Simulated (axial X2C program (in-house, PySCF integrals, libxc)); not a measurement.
Nuclear properties of NSbN

Calculated with an axial X2C code built on PySCF integrals: two-component X2C with atomic mean-field Coulomb and Gaunt terms, Gaussian nuclei, basis N dyall-av3z, Sb dyall-v3z with contracted cores.

N–Sb–N held linear, with bonds 1.864 and 1.864 Å (near the PBE0 minimum at charge 0 of the determinant lowest at the starting distance; the state shown can have its own minimum elsewhere, held linear; other orders of the atoms were not compared).

Determinant lowest in the PBE0 search, Ω = 1/2 (⟨Sz⟩ = -0.50, ⟨Lz⟩ = 1.00 at PBE0), spin on the atoms N -0.40, Sb 0.29, N -0.40:

```json
{"level": "PBE0", "A∥/gI N (MHz)": "360", "qzz N (a.u.)": "0.58", "A∥/gI Sb (MHz)": "-36.5", "qzz Sb (a.u.)": "-4.75"}
{"level": "HF", "A∥/gI N (MHz)": "326", "qzz N (a.u.)": "0.67", "A∥/gI Sb (MHz)": "1700", "qzz Sb (a.u.)": "-7.11"}
{"level": "LDA", "A∥/gI N (MHz)": "334", "qzz N (a.u.)": "0.55", "A∥/gI Sb (MHz)": "298", "qzz Sb (a.u.)": "-3.57"}
```

A∥ (defined per Ω) follows by multiplying with gI = μI/(I μN); qzz is the electric field gradient, eQq0 = 234.96 MHz × Q/barn × qzz. The operators were transformed with the bare-nucleus X2C matrices; with these basis sets, hyperfine constants and field gradients can be off by tens of per cent, and where levels differ in sign neither size nor sign is settled.

Question: With gI(14N) = 0.4038, Q(14N) = 0.02044 barn, Q(121Sb) = -0.543 barn (g factors from the IAEA table of nuclear moments by Stone; Q from Pyykkö, Mol. Phys. 2018), turn the PBE0 values of the first state into constants in MHz.

Answer: A∥(14N) = 360 × 0.4038 = 145 MHz; eQq0(14N) = 234.96 × (0.02044) × (0.58) = 2.79 MHz; eQq0(121Sb) = 234.96 × (-0.543) × (-4.75) = 606 MHz.

The molecule was held linear; bending was not examined, so a bent shape may lie lower.

Each state is one determinant with collinear spin. Unrestricted Hartree–Fock can overshoot spin polarisation at the nuclei. At LDA a later determinant lies lower. The search compared states at one distance, so a state with another bond length can lie lower. Further determinants of the search, some of them spin-mixed, are not shown. Where a field gradient or hyperfine factor spreads by more than a factor of two over the levels, a constant derived from it is not to be relied on.
